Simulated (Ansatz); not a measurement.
Ga6N6, a cluster cut from wurtzite GaN (bare). Total charge 0; triplet. Geometry PBE-D4/def2-SVP, that of the neutral singlet; atoms count from 1.

Cartesian coordinates in Å:
```
N 0.100 1.887 -1.307
Ga 0.861 1.738 0.441
Ga -1.558 1.185 -0.350
N -0.923 1.558 1.413
N 1.750 0.373 1.440
Ga -0.158 -0.100 1.980
Ga 0.158 0.100 -1.980
N -1.751 -0.373 -1.440
N 0.923 -1.558 -1.413
Ga 1.559 -1.186 0.350
Ga -0.860 -1.738 -0.441
N -0.100 -1.888 1.307
```

An occupied level of the charge 0 triplet lies above an empty one (by up to 0.08 eV), so this SCF solution is probably not the lowest. The gap within one spin of the charge 0 triplet nearly closes, so an electron or hole may be smeared out by delocalisation error. At PBE-D4/def2-SVP a singlet of charge 0 lies 0.49 eV below the triplet at the same geometry.

Problem. Estimate the Mulliken populations from the PBE/def2-SVP orbitals of Ansatz.

Solution. 
| atom | charge (e) | spin (α − β) |
| --- | --- | --- |
| N1 | -0.46 | 0.07 |
| Ga2 | 0.45 | 0.16 |
| Ga3 | 0.46 | 0.17 |
| N4 | -0.44 | 0.34 |
| N5 | -0.46 | 0.09 |
| Ga6 | 0.46 | 0.17 |
| Ga7 | 0.46 | 0.17 |
| N8 | -0.46 | 0.09 |
| N9 | -0.44 | 0.34 |
| Ga10 | 0.46 | 0.17 |
| Ga11 | 0.45 | 0.16 |
| N12 | -0.46 | 0.07 |
Mulliken values and Mayer orders depend strongly on the basis.

Problem. Where does the spin sit?

Solution. Summed by element: N 0.99, Ga 1.01, of 2 unpaired in all. Largest on single atoms: N4 0.34, N9 0.34, Ga3 0.17.

Problem. And the Mayer bond orders between bonded heavy atoms (over 0.3)?

Solution. N1–Ga2 0.96 (1.91 Å); N1–Ga3 0.71 (2.04 Å); N1–Ga7 0.93 (1.91 Å); Ga2–N4 0.65 (2.04 Å); Ga2–N5 0.95 (1.91 Å); Ga3–N4 0.90 (1.91 Å); Ga3–N8 0.92 (1.91 Å); N4–Ga6 0.90 (1.91 Å); N5–Ga6 0.70 (2.04 Å); N5–Ga10 0.92 (1.91 Å); Ga6–N12 0.93 (1.91 Å); Ga7–N8 0.70 (2.04 Å); Ga7–N9 0.90 (1.91 Å); N8–Ga11 0.95 (1.91 Å); N9–Ga10 0.90 (1.91 Å); N9–Ga11 0.65 (2.04 Å); Ga10–N12 0.71 (2.04 Å); Ga11–N12 0.96 (1.91 Å).
